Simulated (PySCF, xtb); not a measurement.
CH6ClGeN, SMILES [NH2][Ge@H]([Cl])[CH3].

GFN2-xTB (xtb) at its own geometry gives an orbital gap of 7.26 eV and a dipole moment of 3.01 D.

Coordinates come from a PBE0-D3(BJ)/def2-SVP optimisation. The structure was generated by enumeration; whether it is a known compound was not checked. The values are those of a single conformer.

What does PBE/def2-TZVP (PySCF) give? (An estimate is asked for; the answer gives what the named calculation found.)

gap 5.92 eV (levels -6.31 and -0.39 eV), dipole 1.91 D.
